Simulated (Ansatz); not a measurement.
`C[O][GeH]([Cl])[O]C`, relaxed with RKS PBE0-D4/def2-TZVP in Ansatz 0.2.0 from a GFN2-xTB geometry. The force threshold is 0.005 eV/Å; the program also tests the step.

Total charge 0; spin multiplicity 1.

Start:

```xyz
13

C     1.204   -1.797    1.001
O     0.768   -0.865    0.028
Ge   -0.869   -0.501   -0.492
Cl   -2.102   -0.524    1.226
O    -0.819    1.054   -1.249
C    -0.299    2.275   -0.748
H     1.237   -2.805    0.584
H     2.210   -1.496    1.298
H     0.555   -1.796    1.880
H    -1.378   -1.341   -1.626
H    -0.893    2.639    0.093
H     0.738    2.161   -0.430
H    -0.351    2.996   -1.565
```

```tsv
step	energy (eV)	largest force (eV/Å)	largest move (Å)
1	-75309.8875	0.746	0.000
2	-75309.9593	0.317	0.110
3	-75309.9830	0.149	0.081
4	-75309.9915	0.116	0.061
5	-75309.9943	0.119	0.065
6	-75309.9962	0.054	0.040
7	-75309.9970	0.012	0.057
8	-75309.9973	0.019	0.038
9	-75309.9973	0.024	0.020
10	-75309.9974	0.010	0.005
11	-75309.9974	0.002	0.005
12	-75309.9975	0.002	0.006
```

End:

```xyz
13

C     1.169   -1.753    0.966
O     0.871   -0.724    0.045
Ge   -0.767   -0.472   -0.541
Cl   -2.051   -0.360    1.187
O    -0.763    1.055   -1.387
C    -0.330    2.231   -0.726
H     0.983   -2.747    0.542
H     2.230   -1.678    1.210
H     0.589   -1.652    1.889
H    -1.274   -1.558   -1.486
H    -0.972    2.470    0.128
H     0.704    2.140   -0.380
H    -0.390    3.048   -1.447
```

Run time 50 s (2 threads of an AMD EPYC 7R13 on a shared host and a share of an NVIDIA H100 80 GB); peak host memory 0.96 GiB.
